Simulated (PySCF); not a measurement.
CH3AlBrF. Atoms are numbered in the order given.

```xyz
7

Al     0.1233     0.9319     0.0000
F      1.6865     1.5062     0.0000
Br    -0.1025    -1.3125     0.0000
C     -1.3681     2.1641     0.0000
H     -2.3375     1.6433     0.0000
H     -1.3234     2.8186     0.8868
H     -1.3234     2.8186    -0.8868
```

The structure is a stationary point at B3LYP-D3(BJ)/def2-SVP. The structure was generated by enumeration; whether it is a known compound was not checked.

Computed with r2SCAN/def2-TZVP in PySCF.

ESP charges are fitted to the potential on shells at 1.4 to 2.0 van der Waals radii. Atomic charges (e):

```json
[
 {"atom": "Al1", "IAO": "1.20", "Löwdin": "-0.21", "ESP fit": "0.89"},
 {"atom": "F2", "IAO": "-0.57", "Löwdin": "-0.03", "ESP fit": "-0.41"},
 {"atom": "Br3", "IAO": "-0.30", "Löwdin": "0.28", "ESP fit": "-0.27"},
 {"atom": "C4", "IAO": "-0.84", "Löwdin": "-0.48", "ESP fit": "-0.69"},
 {"atom": "H5", "IAO": "0.17", "Löwdin": "0.14", "ESP fit": "0.13"},
 {"atom": "H6", "IAO": "0.17", "Löwdin": "0.15", "ESP fit": "0.18"},
 {"atom": "H7", "IAO": "0.17", "Löwdin": "0.15", "ESP fit": "0.18"}
]
```
